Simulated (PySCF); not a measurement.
K₂S: bending curve

Computed with PySCF, PBE0, basis S def2-TZVP, K def2-TZVP (no relativity, density fitting).

Rigid scan from the singlet minimum (S–K 2.726 Å (×2); K–S–K 173.7°). Coordinate: the K–S–K angle, bonds fixed. Energies in kJ/mol from the minimum.

(1) Predict the curve at 80, 90, 100, 110, 120, 130, 140, 150, 160, 170, 180.

## Answers

(1) 
| bond angle (°) | E (kJ/mol) | dipole size (D) |
| --- | --- | --- |
| 80 | 56.4 | 11.30 |
| 90 | 33.8 | 10.52 |
| 100 | 19.4 | 9.67 |
| 110 | 10.6 | 8.72 |
| 120 | 5.7 | 7.68 |
| 130 | 3.0 | 6.54 |
| 140 | 1.4 | 5.33 |
| 150 | 0.5 | 4.05 |
| 160 | 0.2 | 2.73 |
| 170 | 0.0 | 1.37 |
| 180 | 0.0 | 0.00 |
